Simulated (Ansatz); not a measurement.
`CO[Si](CCC(F)(F)C(F)(F)C(F)(F)C(F)(F)F)(OC)OC`. The state is a triplet with charge 0. Geometry PBE-D4/def2-SVP, that of the neutral singlet; atoms count from 1.

```xyz
35

C    -0.739    3.768    1.034
O    -0.917    2.386    1.289
Si    0.294    1.294    1.634
C     1.131    0.610    0.105
C     0.156   -0.176   -0.780
C     0.836   -0.743   -2.013
F     1.428    0.263   -2.734
F     1.826   -1.620   -1.666
C    -0.107   -1.470   -3.025
F    -0.960   -0.548   -3.545
F     0.653   -1.975   -4.031
C    -0.965   -2.629   -2.426
F    -1.987   -2.086   -1.714
F    -0.207   -3.383   -1.591
C    -1.588   -3.585   -3.493
F    -0.644   -4.366   -4.037
F    -2.191   -2.877   -4.463
F    -2.502   -4.367   -2.895
O    -0.422   -0.025    2.359
C    -1.338    0.056    3.440
O     1.358    2.110    2.635
C     2.545    1.567    3.179
H    -1.723    4.274    1.120
H    -0.037    4.236    1.759
H    -0.350    3.951    0.006
H     1.972   -0.047    0.412
H     1.580    1.450   -0.465
H    -0.294   -1.010   -0.208
H    -0.680    0.468   -1.120
H    -1.766   -0.952    3.616
H    -0.840    0.390    4.378
H    -2.169    0.761    3.221
H     2.985    2.304    3.882
H     2.356    0.624    3.742
H     3.306    1.350    2.395
```

Single mean-field runs in def2-TZVP are fitted with def2-universal-jkfit. At PBE0-D4/def2-TZVP a singlet of charge 0 lies 7.59 eV below the triplet at the same geometry.

(1) Estimate the Mulliken populations of the heavy atoms from the PBE0/def2-TZVP orbitals of Ansatz.

(2) Where does the spin sit?

(3) And the Mayer bond orders between heavy atoms (over 0.3)?

Answers

(1) 
| atom | charge (e) | spin (α − β) |
| --- | --- | --- |
| C1 | -0.19 | -0.04 |
| O2 | -0.31 | -0.02 |
| Si3 | 0.32 | 0.42 |
| C4 | -0.15 | -0.13 |
| C5 | -0.36 | 0.05 |
| C6 | 0.36 | 0.03 |
| F7 | -0.17 | 0.00 |
| F8 | -0.17 | 0.00 |
| C9 | 0.29 | 0.02 |
| F10 | -0.15 | 0.00 |
| F11 | -0.15 | 0.00 |
| C12 | 0.26 | 0.00 |
| F13 | -0.15 | 0.00 |
| F14 | -0.15 | 0.00 |
| C15 | 0.42 | 0.00 |
| F16 | -0.13 | 0.00 |
| F17 | -0.13 | 0.00 |
| F18 | -0.13 | 0.00 |
| O19 | -0.20 | 0.15 |
| C20 | -0.14 | -0.08 |
| O21 | 0.10 | 0.46 |
| C22 | -0.12 | -0.07 |
Mulliken values depend strongly on the basis.

(2) Summed by element: C -0.22, O 0.60, Si 0.42, F 0.00, H 1.19, of 2 unpaired in all. Largest on single atoms: O21 0.46, Si3 0.42, H34 0.30.

(3) C1–O2 0.94 (1.42 Å); O2–Si3 1.16 (1.67 Å); Si3–C4 0.79 (1.87 Å); Si3–O19 1.07 (1.67 Å); Si3–O21 0.73 (1.67 Å); C4–C5 0.93 (1.53 Å); C5–C6 1.03 (1.52 Å); C6–F7 1.08 (1.37 Å); C6–F8 1.08 (1.37 Å); C6–C9 0.94 (1.56 Å); C9–F10 1.11 (1.36 Å); C9–F11 1.11 (1.36 Å); C9–C12 0.94 (1.56 Å); C12–F13 1.09 (1.36 Å); C12–F14 1.11 (1.36 Å); C12–C15 0.96 (1.56 Å); C15–F16 1.18 (1.34 Å); C15–F17 1.16 (1.34 Å); C15–F18 1.16 (1.34 Å); O19–C20 0.95 (1.42 Å); O21–C22 0.99 (1.41 Å).
